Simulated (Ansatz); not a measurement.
Name a neutral molecule of C, F, P, Si and H with HOMO energy (PBE0/def2-TZVPP) between -7.65 and -7.35 eV and HOMO energy (ωB97M-V/def2-TZVPP) between -9.85 and -9.55 eV (Ansatz, PBE0-D4/def2-TZVP geometry).

`C[SiH](F)P` (-7.61 eV, -9.70 eV). Other molecules can fit too; these were computed, each in one conformer that needn't be the lowest.
